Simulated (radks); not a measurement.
The fluorine anion F-, [Ne], held by a Watson sphere: a shell of charge +1.02 at radius R that stands for the Madelung well of a crystal (potential energy -1.02/R inside, -1.02/r outside, in hartree with lengths in bohr). Calculated with a radial shooting solver on a logarithmic mesh with Libxc functionals: scalar-relativistic Kohn-Sham, LB94 model potential, spin-polarised, spherical densities, finite nucleus; Fermi nuclear charge, rms radius of each element as measured or else 0.836 A^(1/3) + 0.57 fm. Response by self-consistent Sternheimer equations with the Hartree and adiabatic LDA kernel, the relativistic mass of each level held fixed and spin-orbit coupling left out. The sphere does not respond.

| R (bohr) | e(1s) (eV) | e(2s) (eV) | e(2p) (eV) | <r> 2p (bohr) | sum of <r^2> (bohr^2) | X-ray form factor at sin(theta)/lambda = 0.2 1/angstrom | alpha (bohr^3) |
|---|---|---|---|---|---|---|---|
| 1.94 | -686.09 | -33.753 | -15.824 | 1.183 | 14.10 | 7.057 | 6.164 |
| 2.2 | -685.41 | -32.747 | -14.887 | 1.198 | 14.51 | 7.021 | 6.894 |
| 2.38 | -684.94 | -32.125 | -14.293 | 1.207 | 14.74 | 7.002 | 7.383 |
| 2.46 | -684.73 | -31.866 | -14.044 | 1.210 | 14.83 | 6.996 | 7.595 |
| 2.65 | -684.25 | -31.291 | -13.484 | 1.217 | 15.03 | 6.983 | 8.079 |
| 3.37 | -682.66 | -29.530 | -11.744 | 1.233 | 15.54 | 6.958 | 9.627 |
